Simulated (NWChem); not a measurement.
MgH$_{5}$SO$_{2}$Cl; SMILES [Mg](<-[OH2])([Cl])(<-[OH2])[SH]

```xyz
10

Mg     0.0229    -0.0159     0.0944
Cl     0.8230    -2.1487     0.0645
S      0.5730     2.2787     0.4830
H     -0.6268     2.5676     1.0362
O     -0.5275     0.5877    -1.8373
H     -0.1282     0.2809    -2.6607
H     -0.2352     1.5140    -1.6767
O     -1.7565    -0.7959     0.8426
H     -2.6576    -0.7006     0.5142
H     -1.5126    -1.7390     0.7872
```
Atoms are numbered in this order, from 1.

Geometry: optimised at PBE0/def2-SVP. B3LYP is NWChem's, with the RPA form of VWN correlation.

List the 6 lowest vertical singlet excitations from B3LYP/6-31G* (spherical d), TDA (NWChem).


```json
[
 {"state": "S1", "energy (eV)": "4.78", "oscillator strength": "0.048", "leading excitation (squared amplitude)": "HOMO → LUMO (0.98)"},
 {"state": "S2", "energy (eV)": "5.57", "oscillator strength": "0.040", "leading excitation (squared amplitude)": "HOMO−1 → LUMO (0.53)"},
 {"state": "S3", "energy (eV)": "5.69", "oscillator strength": "0.062", "leading excitation (squared amplitude)": "HOMO → LUMO+1 (0.46)"},
 {"state": "S4", "energy (eV)": "6.02", "oscillator strength": "0.033", "leading excitation (squared amplitude)": "HOMO−2 → LUMO (0.98)"},
 {"state": "S5", "energy (eV)": "6.15", "oscillator strength": "0.056", "leading excitation (squared amplitude)": "HOMO−3 → LUMO (0.96)"},
 {"state": "S6", "energy (eV)": "6.23", "oscillator strength": "0.054", "leading excitation (squared amplitude)": "HOMO → LUMO+2 (0.58)"}
]
```
